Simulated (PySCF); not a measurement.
GeH7NSi2, SMILES [NH]1[SiH2][SiH2][GeH2]1. Coordinates come from a PBE0-D3(BJ)/def2-SVP optimisation. The structure was generated by enumeration, and PubChem lists no compound with its InChIKey, so it may never have been made.

The numbers are results of PBE0-D3(BJ)/def2-SVP (PySCF), not measurements.

Harmonic wavenumbers (cm⁻¹): 88, 292, 309, 353, 388, 439, 449, 529, 583, 620, 649, 654, 690, 696, 823, 861, 903, 916, 989, 1115, 2116, 2120, 2189, 2196, 2226, 2239, 3636. Rotational constants (GHz): 3.982, 2.228, 1.506; symmetry number 1.

Question: Work out the zero-point energy and the ideal-gas rigid-rotor harmonic-oscillator thermochemistry at 298.15 K and 1 atm.

Answer: ZPE = ½ Σ hcν = ½ × 29066 cm⁻¹ = 173.85 kJ/mol. H − E(el) = 194.63 kJ/mol. Entropy in J/(mol K): translation 171.23, rotation 115.38, vibration 58.41, total 345.02. G − E(el) = 91.77 kJ/mol. Cp = 120.00 J/(mol K). Modes under 150 cm⁻¹ make the vibrational entropy uncertain.
